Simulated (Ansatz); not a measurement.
`O[C](F)(F)[AlH2]` + `[OH][AlH2]` → `[AlH2][O][AlH2]` + `OC(F)F` at 298.15 K and 1 bar (ligand exchange at the Al–C bond).

Calculated with Ansatz (gas phase, PBE0-D4/def2-TZVP geometries, no zero-point term in ΔE). CCSD(T)/CBS is the MP2 limit (def2-TZVPP, def2-QZVPP) plus CCSD(T) − MP2 in def2-TZVPP, frozen cores. This one scheme is used for every species. One conformer a species, not always the lowest.

| species | CCSD(T)/CBS energy (Eh) | H − E (kJ/mol) | S (J/(mol·K)) |
| --- | --- | --- | --- |
| `O[C](F)(F)[AlH2]` | -556.60393 | 121.4 | 342.6 |
| `[OH][AlH2]` | -319.03157 | 82.3 | 252.8 |
| `[AlH2][O][AlH2]` | -561.69291 | 100.1 | 307.5 |
| `OC(F)F` | -314.01610 | 111.3 | 274.1 |

H − E and S are ideal-gas, rigid-rotor, harmonic terms from PBE0-D4/def2-TZVP, for one conformer and one mirror image of each species. 1 Eh = 2625.50 kJ/mol, R = 8.31446 J/(mol·K).

By hand: ΔE, ΔH, ΔS and ΔG.

ΔE = (-561.69291) + (-314.01610) − (-556.60393) − (-319.03157) = -0.07351 Eh = -193.0 kJ/mol. Δ(H − E) = 100.1 + 111.3 − 121.4 − 82.3 = 7.7, so ΔH = -185.3 kJ/mol. ΔS = 307.5 + 274.1 − 342.6 − 252.8 = -13.8 J/(mol·K). ΔG = -185.3 − 298.15 × (-13.8)/1000 = -181.2 kJ/mol.

By hand: the equilibrium constant, and the temperature at which ΔG would vanish if ΔH and ΔS stayed fixed.

log₁₀ K = −ΔG/(RT ln 10) = 31.7. ΔG = 0 at ΔH/ΔS = 13428 K, far beyond where these terms or the molecules hold.

The number of gas molecules stays the same, so ΔS is small and ΔH decides. A doubt of 5 kJ/mol in ΔE shifts log₁₀ K by 0.9 here. Other conformers and mirror images would add mixing entropy, several J/(mol·K) or more a flexible species. Modes under 60 cm⁻¹, often nearly free rotors, make the harmonic entropy too high. These are equilibria of isolated gas molecules and say nothing of rates. Largest T1 diagnostic: 0.013 (customary marks: 0.02 for closed shells, 0.045 for open ones).
